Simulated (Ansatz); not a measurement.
Input file for Ansatz (an electronic-structure program): R-B2PLYP/def2-TZVPP on C3H8O (SMILES CCCO).

Ansatz 0.2 input:
```yaml
crystal:
  periodic: [false, false, false]
  atoms:
    - {symbol: C, position_ang: [-1.53312211, 0.22459319, 0.08881662]}
    - {symbol: C, position_ang: [-0.30562967, -0.29757090, 0.82975676]}
    - {symbol: C, position_ang: [0.98881587, 0.08250057, 0.13864185]}
    - {symbol: O, position_ang: [2.07527878, -0.44437947, 0.89666791]}
    - {symbol: H, position_ang: [-2.45189730, -0.06007477, 0.60309432]}
    - {symbol: H, position_ang: [-1.58485546, -0.17551128, -0.92668920]}
    - {symbol: H, position_ang: [-1.51942188, 1.31472890, 0.01511905]}
    - {symbol: H, position_ang: [-0.28248817, 0.09502321, 1.84960894]}
    - {symbol: H, position_ang: [-0.34745833, -1.38663900, 0.91308583]}
    - {symbol: H, position_ang: [0.99699398, -0.32144985, -0.88256982]}
    - {symbol: H, position_ang: [1.06270755, 1.17568856, 0.06386709]}
    - {symbol: H, position_ang: [2.90107673, -0.20690914, 0.46361286]}
basis:
  gaussian:
    orbitals: def2-TZVPP
hamiltonian:
  xc: {name: B2PLYP}
magnetization: {spin_polarized: false}
correlation: {electrons: outside_noble_gas}
scf: {lower_state_search: off}
```

Q: Predict the final total energy.

A: -194.2654 hartree.

Q: How many basis functions does it have, and what does it roughly cost on one machine?

A: 236 functions; roughly 9 core-seconds.
